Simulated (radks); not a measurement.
Problem. All-electron atom: the mercury ion Hg2+ in [Xe] 4f14 5d10. Calculated with a radial shooting solver on a logarithmic mesh with Libxc functionals: non-relativistic Kohn-Sham, exchange-only B88, spin-polarised, spherical densities, point nucleus; relativity is left out, which matters for an element this heavy. Some entries of the table are withheld. Estimate them.

| orbital | occ. | eigenvalue (Ry) | <r> (bohr) | <r^2> (bohr^2) |
|---|---|---|---|---|
| 1s | 2 | (1) | 0.01892 | 0.0004784 |
| 2s | 2 | -924.3399 | 0.07966 | 0.007435 |
| 2p | 6 | -889.2391 | 0.06730 | 0.005482 |
| 3s | 2 | -218.5159 | 0.2008 | 0.04593 |
| 3p | 6 | -201.9087 | 0.1912 | 0.04225 |
| 3d | 10 | -170.9044 | 0.1669 | 0.03250 |
| 4s | 2 | -47.71256 | 0.4412 | 0.2192 |
| 4p | 6 | -40.50694 | 0.4448 | 0.2244 |
| 4d | 10 | (2) | 0.4515 | 0.2351 |
| 4f | 14 | -9.38811 | 0.4715 | 0.2670 |
| 5s | 2 | -8.04131 | 1.000 | 1.122 |
| 5p | 6 | -5.71763 | 1.084 | 1.328 |
| 5d | 10 | -2.08607 | 1.428 | 2.387 |

Solution. 
(1) 1s eigenvalue (Ry): -5515.563
(2) 4d eigenvalue (Ry): -27.23721
